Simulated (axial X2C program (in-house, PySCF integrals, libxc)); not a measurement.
**Correcting the dissociation energy of GaSe for spin–orbit coupling**

A spin-free CCSD(T) curve (one-electron X2C) was computed with an axial X2C code built on PySCF integrals, basis Se dyall-cv3z [8s9p6d4f1g], Ga dyall-cv3z [9s9p7d4f1g] (cores contracted in-house), for the state M_S = 1/2, Λ = 0 (beyond evenly filled blocks: σα). It gives D0 = 3.074 eV to Se + Ga, which in a spin-free picture are the weighted means of the ground terms.

Correlated methods: 9 electrons correlated (number of frozen shells: Se 3 s, 2 p, 1 d; Ga 3 s, 2 p, 1 d), 275 virtual spin orbitals or spinors in MP2, 90 natural virtuals in coupled cluster.

Measured levels of the ground terms (NIST Handbook of Basic Atomic Spectroscopic Data), in cm⁻¹: Se 3P: J = 2 at 0, J = 1 at 1989.5, J = 0 at 2534.4; Ga 2P: J = 1/2 at 0, J = 3/2 at 826.2.

The molecular state has Λ = 0, so it has no first-order lowering.

How far does each ground level lie under the (2J+1)-weighted mean of its term?

Se: (5 × 0 + 3 × 1989.5 + 1 × 2534.4)/9 = 945 cm⁻¹; Ga: (2 × 0 + 4 × 826.2)/6 = 551 cm⁻¹.

Correct D0.

D0 = 3.074 + (0 − 1496)/8065.5 = 2.889 eV at CCSD(T) with these spin–orbit terms.

Second-order spin–orbit effects in the molecule, which grow quickly with Z, are left out. Occupations by symmetry block were frozen at the best pattern of an incomplete PBE0 search. Dissociation energies refer to the lowest single-determinant-based atoms at the same level and basis. Coupled cluster ran in a truncated set of natural virtual spinors; the MP2 energy of the rest was added. (T) has no such correction and the atoms are truncated less, which lowers De at CCSD(T) by a hundredth of an eV or more. Other states lie close and PBE0, whose exact exchange favours high spin, may order them wrongly; the determinant shown need not be the ground state. The nearest other spin-free determinant of the search, M_S = 1/2, Λ = 1, lies 0.42 eV up at the distance of the search. With the outer-core shells frozen, correlated bond lengths of heavy atoms tend to come out a few hundredths of an ångström too long.
